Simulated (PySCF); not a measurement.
SMILES Fc1ccccc1Br (C₆H₄BrF) (GFN2-xTB optimised geometry):

```
12

F     -1.350    -2.007     0.000
C     -0.681    -0.843     0.000
C     -1.391     0.344     0.000
C     -0.702     1.544     0.000
C      0.683     1.552     0.000
C      1.390     0.362     0.000
C      0.707    -0.843     0.000
Br     1.659    -2.488     0.000
H     -2.469     0.308     0.000
H     -1.250     2.474     0.000
H      1.220     2.488     0.000
H      2.469     0.361     0.000
```

Calculation: PySCF 2.14.0 with PBE0/def2-TZVP.

Question: What are the frontier orbital energies and the dipole moment?

Answer: HOMO-2 -8.43 eV, HOMO-1 -7.71 eV, HOMO -7.22 eV, LUMO -0.84 eV, LUMO+1 -0.49 eV; dipole moment 2.55 D.

Meta-Löwdin charges at PBE0/def2-TZVP: F1 -0.26, C2 0.29, C3 -0.15, C4 -0.11, C5 -0.13, C6 -0.12, C7 -0.05, Br8 -0.02, H9 0.14, H10 0.13, H11 0.13, H12 0.14.
